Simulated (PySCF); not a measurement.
**Correlation energy of Fe(3+) (iron, charge +3)**

Starting occupation: [Ar] 3d5, 3d5/2 with m_j = -3/2, -1/2, +1/2, +3/2, +5/2. Calculation: PySCF 2.14, in x2c-TZVPall-2c with one added diffuse shell each of s, p, d type (7s8p5d1f, 63 functions); X2C-1e with screened-nucleus spin-orbit coupling, Gaussian nucleus. Frozen: [Ne]; 13 electrons correlated.

MP2 pair energies summed by pair of shells (mhartree):

```tsv
pair	energy	share (%)
3d-3p	-132.18	44.4
3p-3p	-68.71	23.1
3d-3d	-50.02	16.8
3p-3s	-24.49	8.2
3d-3s	-19.48	6.5
3s-3s	-3.06	1.0
```

Total MP2 correlation energy: -297.94 mhartree.

The GHF reference relaxed away from the jj start to a determinant that is no pure jj level (⟨S²⟩ = 8.75, ⟨J²⟩ = 8.75); the energies belong to that determinant.

This basis was not built for core-valence correlation, so the inner-shell part is incomplete.
